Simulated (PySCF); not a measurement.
# Dipole response of O²⁺ (oxygen, charge +2)

[He] 2s2 2p2, high-spin 3P determinant. Computed with PySCF 2.14 in aug-cc-pVTZ with one added diffuse shell each of s, p, d, f type (6s5p4d3f, 62 functions), with no relativity, point nucleus. Coupled (time-dependent) response in atomic units; α is the mean over directions.

```tsv
method	mean α (bohr³)	α xx, yy, zz	C₆ (like pair)	S(−4)
UHF	1.799	1.917, 1.741, 1.741	2.357	3.625
PBE	1.749	1.866, 1.690, 1.690	2.350	2.802
PBE0	1.746	1.866, 1.687, 1.687	2.332	2.877
BP86	1.743	1.860, 1.684, 1.684	2.341	2.767
BLYP	1.730	1.855, 1.668, 1.668	2.321	2.675
```

S(−4) is the Cauchy moment in α(ω) = α(0) + S(−4) ω² + …

α(iu) at PBE:

| u (hartree) | α(iu) (bohr³) |
| --- | --- |
| 0 | 1.749 |
| 0.0500 | 1.742 |
| 0.100 | 1.722 |
| 0.200 | 1.648 |
| 0.300 | 1.545 |
| 0.500 | 1.315 |
| 0.750 | 1.063 |
| 1.00 | 0.8694 |
| 1.50 | 0.6073 |
| 2.00 | 0.4447 |
| 3.00 | 0.2645 |
| 5.00 | 0.1225 |

A single London oscillator, α(iu) = α/(1 + u²/ω²), gives C₆ = (3/4) ω α². Matching the computed C₆ needs ω = 4 × 2.350 / (3 × 1.749²) = 1.02 hartree.

For an ion, C₆ is the dispersion term alone; charge-induced terms of lower order in 1/R come first.

The components differ because the open shell of this determinant is not spherical; for a pure term their mean is the scalar polarisability.
